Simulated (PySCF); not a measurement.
```xyz
3
charge 0 multiplicity 1, angstrom
Pb    0.0000    0.0000    0.1088
N     0.0000    0.0000   -1.7470
H     0.0000    0.0000    1.8206
```

These are results of PySCF, PBE0, basis Pb def2-TZVP with ECP60, N def2-TZVP, H def2-TZVP (scalar-relativistic core potentials, no spin–orbit coupling, density fitting), not measurements.

This geometry of HPbN is a stationary point at this level.

(1) What is the point group?

(2) Is it a minimum?

(3) What are the dipole moment and the gap between the highest occupied and lowest empty levels?

(4) Give the ideal-gas entropy at 298.15 K and 1 bar by parts.

Results:

(1) C∞v.

(2) Yes: all harmonic wavenumbers are real.

(3) 4.63 D and 4.99 eV.

(4) translation 176.3, rotation 61.5, vibration 8.8, spin 0.0; total 246.5 J/(mol K).

This need not be the most stable arrangement of these atoms. With an element this heavy the missing spin–orbit coupling can shift these numbers.
